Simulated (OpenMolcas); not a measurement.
Mo3+ with its 6 nearest chloride ions, on the Y site of Cs2NaYCl6 (a = 10.7396 Å, distance in the model lattice 2.619 Å). The rest of the host is ab initio model potentials to 7.6 Å, with orthogonalisation functions on the cations behind the ligands, and point charges beyond; the distance is set by hand and nothing relaxes. Ligand basis ANO-RCC-VDZP.

```yaml
Program: OpenMolcas 26.06
Method: CASSCF
Basis: ANO-RCC-VTZP [7s6p4d2f1g]
Scalar_Hamiltonian: DKH2, point nucleus
Active_space: 3 electrons in 5 orbitals (4d)
State_averaging: 2S+1 = 4 even, 10 roots; 2S+1 = 2 even, 40 roots
Spin-orbit_coupling: state interaction with AMFI integrals over the reference wave functions
```

All ligands move together. At R = 2.45 Å |10Dq| is 19242 cm-1, and at R = 2.619 Å it is 13980 cm-1.

A third run gives 17219 cm-1. What distance was it run at?

With a power law R^-n the two known points give n = -ln(13980 / 19242) / ln(2.619 / 2.45) = 4.79. Then R = 2.45 × (19242 / 17219)^(1/4.79) = 2.507 Å. The run was at 2.509 Å, so the estimate is off by -0.002 Å.

Without dynamic correlation the repulsion within the d shell is too large (B by tens of per cent), so at a given field states of lower spin stand too high. With metal d orbitals alone the field can be off either way by tens of per cent. Ligand-to-metal charge-transfer states are missing. With no ligand orbital active B as a rule stays too high, so bands that hang on it stand too high and its fall with covalency is understated. The least metal-like active orbital is 79 % on the metal (Löwdin) and no ligand orbital is active, so the numbers are rough (holds for R = 2.45). The least metal-like active orbital is 80 % on the metal (Löwdin) and no ligand orbital is active, so the numbers are rough (holds for R = 2.509). The least metal-like active orbital is 83 % on the metal (Löwdin) and no ligand orbital is active, so the numbers are rough (holds for R = 2.619). No measured value stands beside these numbers; the geometry was set by hand and not optimised.
